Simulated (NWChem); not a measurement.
System: CH4MnO2, sextet; SMILES C[O][Mn][OH]

Here is an NWChem input.

```
start job
memory heap 200 mb stack 900 mb global 1100 mb
geometry units angstroms noautoz
  Mn     0.376421     0.104001     0.406566
  O      1.630022     0.502759     1.647911
  H      1.536078     0.687161     2.583438
  O     -0.806389    -0.268921    -0.879915
  C     -1.505046    -0.641012    -1.994866
  H     -1.664324     0.206100    -2.694706
  H     -0.993441    -1.437391    -2.575763
  H     -2.512393    -1.033528    -1.743071
end
basis spherical
  * library 6-31g*
end
dft
  odft
  mult 6
  xc xtpss03 ctpss03
  iterations 150
  mulliken
end
task dft energy
```

Parts of the log:

```
             Northwest Computational Chemistry Package (NWChem) 7.3.0
             --------------------------------------------------------

 C1  symmetry detected

                             Geometry "geometry" -> ""
                             -------------------------

 Output coordinates in angstroms (scale by  1.889725989 to convert to a.u.)

  No.       Tag          Charge          X              Y              Z
 ---- ---------------- ---------- -------------- -------------- --------------
    1 Mn                  25.0000    -0.02735994    -0.52705581    -0.00217722
    2 O                    8.0000     0.12463615    -2.32935100     0.00731293
    3 H                    1.0000    -0.54917590    -3.00637959    -0.06785321
    4 O                    8.0000    -0.10068225     1.25819173     0.02348854
    5 C                    6.0000     0.09642675     2.61084883    -0.01050948
    6 H                    1.0000     0.27369986     3.03650125     0.99950958
    7 H                    1.0000     0.96941401     2.90164274    -0.63238782
    8 H                    1.0000    -0.78013115     3.14881197    -0.42819287

 Effective nuclear repulsion energy (a.u.)     216.2709768426

                                 NWChem DFT Module
                                 -----------------

 Summary of "ao basis" -> "ao basis" (spherical)
 ------------------------------------------------------------------------------
       Tag                 Description            Shells   Functions and Types
 ---------------- ------------------------------  ------  ---------------------
 Mn                          6-31g*                 12       34   5s4p2d1f
 O                           6-31g*                  6       14   3s2p1d
 H                           6-31g*                  2        2   2s
 C                           6-31g*                  6       14   3s2p1d

            General Information
            -------------------
          SCF calculation type: DFT
          Wavefunction type:  spin polarized.
          No. of atoms     :     8
          No. of electrons :    51
           Alpha electrons :    28
            Beta electrons :    23
          Charge           :     0
          Spin multiplicity:     6
          Use of symmetry is: off; symmetry adaption is: off
          Maximum number of iterations: 150
          AO basis - number of functions:    84
                     number of shells:    38
          Convergence on energy requested:  1.00D-06
          Convergence on density requested:  1.00D-05
          Convergence on gradient requested:  5.00D-04

              XC Information
              --------------
                  TPSS metaGGA Exchange Functional  1.000
             TPSS03 metaGGA Correlation Functional  1.000

             Grid Information
             ----------------
          Grid used for XC integration:  medium
          Radial quadrature: Mura-Knowles
          Angular quadrature: Lebedev.
          Tag              B.-S. Rad. Rad. Pts. Rad. Cut. Ang. Pts.
          ---              ---------- --------- --------- ---------
          Mn                  1.40      112          10.0       590
          O                   0.60       49          13.0       434
          H                   0.35       45          13.0       434
          C                   0.70       49          13.0       434
          Grid pruning is: on
          Number of quadrature shells:   439
          Spatial weights used:  Erf1

      Superposition of Atomic Density Guess
      -------------------------------------

 Sum of atomic energies:       -1338.65757990

      Non-variational initial energy
      ------------------------------

 Total energy =   -1338.822970
 1-e energy   =   -2273.729796
 2-e energy   =     718.635849
 HOMO         =      -0.141988
 LUMO         =      -0.127671

     ---------------------------------------------
      Total Density - Mulliken Population Analysis
     ---------------------------------------------

    Atom       Charge   Shell Charges
 -----------   ------   -------------------------------------------------------
    1 Mn  25    23.66   2.00  2.00  6.00  2.00  6.00  0.44  0.08  0.36  0.04  2.76  1.96  0.01
    2 O    8     9.24   2.00  0.94  3.21  0.93  2.15  0.01
    3 H    1     0.45   0.36  0.09
    4 O    8     9.01   2.00  0.93  3.17  0.89  2.00  0.02
    5 C    6     6.21   2.00  0.69  1.84  0.63  0.99  0.06
    6 H    1     0.81   0.48  0.34
    7 H    1     0.81   0.48  0.33
    8 H    1     0.81   0.48  0.33

     --------------------------------------------
      Spin Density - Mulliken Population Analysis
     --------------------------------------------

    Atom       Charge   Shell Charges
 -----------   ------   -------------------------------------------------------
    1 Mn  25     4.83   0.00  0.00  0.00 -0.00  0.00  0.30  0.00  0.33  0.00  2.54  1.65  0.00
    2 O    8     0.05   0.00  0.00  0.04 -0.01  0.01  0.01
    3 H    1     0.01   0.01  0.00
    4 O    8     0.08   0.00  0.00  0.07 -0.01  0.01  0.00
    5 C    6     0.00   0.00  0.00  0.00 -0.00 -0.00  0.00
    6 H    1     0.01   0.00  0.01
    7 H    1     0.01   0.00  0.01
    8 H    1     0.01   0.00  0.00

   convergence    iter        energy       DeltaE   RMS-Dens  Diis-err
 ---------------- ----- ----------------- --------- --------- ---------
 d= 0,ls=0.0,diis     1  -1341.6808522235 -1.56D+03  1.65D-02  7.98D-01
                                                     2.45D-02  3.57D-01
 d= 0,ls=0.0,diis     2  -1332.4000540027  9.28D+00  1.07D-02  2.29D+01
                                                     2.34D-02  2.37D+01
 d= 0,ls=0.0,diis     3  -1341.8860774012 -9.49D+00  4.09D-03  9.59D-02
                                                     3.18D-03  9.81D-02
 d= 0,ls=0.0,diis     4  -1341.9008124258 -1.47D-02  1.86D-03  7.03D-02
                                                     1.42D-03  5.28D-02
 d= 0,ls=0.0,diis     5  -1341.9244870175 -2.37D-02  4.62D-04  2.40D-03
                                                     5.43D-04  2.58D-03
  Resetting Diis
 d= 0,ls=0.0,diis     6  -1341.9250424147 -5.55D-04  2.71D-04  1.29D-03
                                                     2.66D-04  1.26D-03
 d= 0,ls=0.0,diis     7  -1341.9255604735 -5.18D-04  2.43D-04  1.53D-04
                                                     2.43D-04  1.35D-04
 d= 0,ls=0.0,diis     8  -1341.9251916422  3.69D-04  1.74D-04  1.08D-03
                                                     1.92D-04  9.98D-04
 d= 0,ls=0.0,diis     9  -1341.9256173929 -4.26D-04  3.94D-05  2.43D-05
                                                     2.81D-05  1.03D-05
 d= 0,ls=0.0,diis    10  -1341.9256233410 -5.95D-06  1.03D-05  2.21D-06
                                                     1.20D-05  1.81D-06
 d= 0,ls=0.0,diis    11  -1341.9256241260 -7.85D-07  4.32D-06  2.68D-07
                                                     3.85D-06  2.27D-07

         Total DFT energy =    -1341.925624126008
      One electron energy =    -2279.033396178771
           Coulomb energy =      797.238843472496
    Exchange-Corr. energy =      -76.402048262364
 Nuclear repulsion energy =      216.270976842631

 Numeric. integr. density =       50.999992403556

                    DFT Final Alpha Molecular Orbital Analysis
                    ------------------------------------------

 Vector   26  Occ=1.000000D+00  E=-2.021162D-01
              MO Center= -1.7D-01, -5.1D-01, -4.4D-02, r^2= 2.0D+00
   Bfn.  Coefficient  Atom+Function         Bfn.  Coefficient  Atom+Function
  ----- ------------  ---------------      ----- ------------  ---------------
    10      0.532888  1 Mn s                 22     -0.402683  1 Mn d  2
    20     -0.253322  1 Mn d  0              27     -0.241679  1 Mn d  2
     6     -0.180356  1 Mn s                 18     -0.169176  1 Mn d -2
    53      0.156730  4 O  px                25     -0.151402  1 Mn d  0
    14     -0.148716  1 Mn s                 38     -0.145505  2 O  py

 Vector   27  Occ=1.000000D+00  E=-1.660248D-01
              MO Center=  4.5D-04,  1.1D-01, -1.9D-02, r^2= 2.9D+00
   Bfn.  Coefficient  Atom+Function         Bfn.  Coefficient  Atom+Function
  ----- ------------  ---------------      ----- ------------  ---------------
    18      0.487616  1 Mn d -2              53     -0.398930  4 O  px
    57     -0.292568  4 O  px                23      0.280254  1 Mn d -2
    10      0.214066  1 Mn s                 37      0.199158  2 O  px
    84     -0.160049  8 H  s                 82      0.143646  7 H  s
    40      0.138025  2 O  s                 41      0.129976  2 O  px

 Vector   28  Occ=1.000000D+00  E=-1.550130D-01
              MO Center=  7.9D-03, -2.1D-01,  3.3D-02, r^2= 2.9D+00
   Bfn.  Coefficient  Atom+Function         Bfn.  Coefficient  Atom+Function
  ----- ------------  ---------------      ----- ------------  ---------------
    19      0.524175  1 Mn d -1              55     -0.373015  4 O  pz
    39      0.319245  2 O  pz                24      0.298485  1 Mn d -1
    59     -0.271972  4 O  pz                43      0.243174  2 O  pz
    80      0.165823  6 H  s                 82     -0.114149  7 H  s
    79      0.095869  6 H  s                 69      0.068051  5 C  pz

 Vector   29  Occ=0.000000D+00  E=-1.739489D-02
              MO Center= -7.1D-01, -1.1D+00, -1.3D-01, r^2= 5.7D+00
   Bfn.  Coefficient  Atom+Function         Bfn.  Coefficient  Atom+Function
  ----- ------------  ---------------      ----- ------------  ---------------
    14      1.004710  1 Mn s                 40     -0.381715  2 O  s
    56     -0.325201  4 O  s                 22     -0.314057  1 Mn d  2
    15     -0.255664  1 Mn px                16     -0.213437  1 Mn py
    20     -0.177504  1 Mn d  0              10      0.163749  1 Mn s
    50      0.161312  3 H  s                  6      0.152446  1 Mn s

[...]
```

Level: TPSS/6-31G* (spherical d), spin-unrestricted. Coordinates come from a PBE0/def2-SVP, spin-unrestricted optimisation. Not confirmed as a minimum by frequencies. The spin multiplicity was typed, not searched, and may not be the lowest. No stability test was run on the SCF state.
